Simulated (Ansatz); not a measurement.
BrClZn (`[Cl][Zn][Br]`), relaxed with RKS PBE-D4/def2-SVP in the Gaussian-basis code of Ansatz from a rough embedded geometry. The force threshold is 0.03 eV/Å; the program also tests the step.

Charge 0, multiplicity 1.

Start:

```xyz
3

Cl    1.366   -0.522   -1.516
Zn   -0.088   -0.187   -0.021
Br   -1.278    0.710    1.537
```

Question: By how much does the energy fall, and how many steps does the optimiser take? (Best estimate.)

Answer: Ansatz gave: 2.29 kcal/mol, in 3 steps.

Question: Which bonds change most? (An estimate is asked.)

Answer: The calculation gave: Zn2–Br3 from 2.156 to 2.235 Å; Cl1–Zn2 from 2.112 to 2.108 Å.

Question: Give the relaxed structure. (Best estimate.)

Answer: Computed: 
```xyz
3

Cl    1.345   -0.631   -1.555
Zn    0.026   -0.013   -0.031
Br   -1.371    0.644    1.585
```
